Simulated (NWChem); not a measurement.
## Correlation energy of AgF

```
Ag
F 1 1.9738
```
Charge 0, spin multiplicity 1.

Program: NWChem. Structure: optimised with PBE0/def2-SVP with def2 effective core potentials on Ag, a minimum by its harmonic frequencies.

Basis set: def2-SVP. Each correlation energy counts from its own Hartree-Fock reference.

Effective core potentials replace the inner electrons of Ag; spin-orbit coupling is left out. The correlated methods keep 5 core orbitals frozen. The structure started from a generated list of species. No row is a measurement; the coupled-cluster row has its own basis-set and correlation limits.

Question: Order these methods by the correlation energy they give, lowest first: MP2, SCS-MP2, CR-CCSD[T], CR-CCSD(T), CCSD, CCSD+T(CCSD).

Answer: CCSD+T(CCSD) (-434.0 mHa), CR-CCSD[T] (-431.9 mHa), CR-CCSD(T) (-429.9 mHa), MP2 (-429.1 mHa), CCSD (-422.6 mHa), SCS-MP2 (-390.9 mHa)
